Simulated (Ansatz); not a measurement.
Wavefunction ladder for `[CH3][Nb](=[NH])([NH2])[NH2]`

```xyz
13

C     1.764    0.430   -0.391
Nb   -0.275   -0.027    0.218
N    -0.369    0.379    1.914
N    -1.486    1.171   -0.797
N    -0.540   -1.980    0.009
H     1.900    0.198   -1.455
H     1.994    1.489   -0.243
H     2.489   -0.159    0.179
H    -0.370    0.627    2.891
H    -1.711    1.046   -1.776
H    -2.051    1.915   -0.417
H    -0.680   -2.649    0.751
H    -0.665   -2.440   -0.884
```

The species carries charge 0 and has multiplicity 1. Correlated methods include outer-core shells of Nb, which these sets cover unevenly. Nb: def2 effective core potential. The structure was optimised at the PBE0-D4/def2-TZVP level. It is one conformer, not always the lowest. Frozen core, restricted reference, the Gaussian-basis code of Ansatz.

| basis | HF (Eh) | MP2 corr. |
| --- | --- | --- |
| def2-SVP | -262.13702 | -1.01498 |
| def2-TZVPP | -262.40419 | -1.31305 |
| def2-QZVPP | -262.41909 | -1.41547 |

Q: Estimate the CCSD correlation energy and the (T) correction in each basis where they were run (hartree).

A: 
```
     basis  CCSD corr.       (T)
  def2-SVP    -1.02750  -0.04505
def2-TZVPP    -1.30992  -0.06844
```
